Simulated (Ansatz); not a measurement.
Mulliken charges of `[SiH3]O[Si](Cl)(Cl)Cl` from ωB97M-V/def2-TZVPP in Ansatz (PBE0-D4/def2-TZVP geometry).

```csv
atom,x (Å),y (Å),z (Å),charge (e)
Si1,0.248,-1.320,0.944,0.285
O2,0.441,-0.134,-0.186,-0.345
Si3,-0.121,1.176,-0.909,0.587
Cl4,-1.902,0.779,-1.794,-0.163
Cl5,1.206,1.772,-2.313,-0.151
Cl6,-0.383,2.665,0.443,-0.163
H7,1.441,-2.193,0.873,-0.016
H8,-0.980,-2.091,0.637,-0.017
H9,0.138,-0.700,2.287,-0.017
```

Task: By hand: the dipole of these point charges (1 e Å = 4.8032 D).

Result: Σ q r = (0.029, -0.386, 0.305) e Å, of length 0.493 e Å = 2.37 D.

Task: How does the dipole of the full density compare? (An estimate is asked.)

Result: Ansatz gave: (0.024, -0.234, 0.181) e Å, 1.43 D; the point charges give 1.66 times that, at 1° from its direction.

Point charges leave out the atoms' own dipoles, such as those of lone pairs, and Mulliken's split depends on the basis, so the two needn't agree.
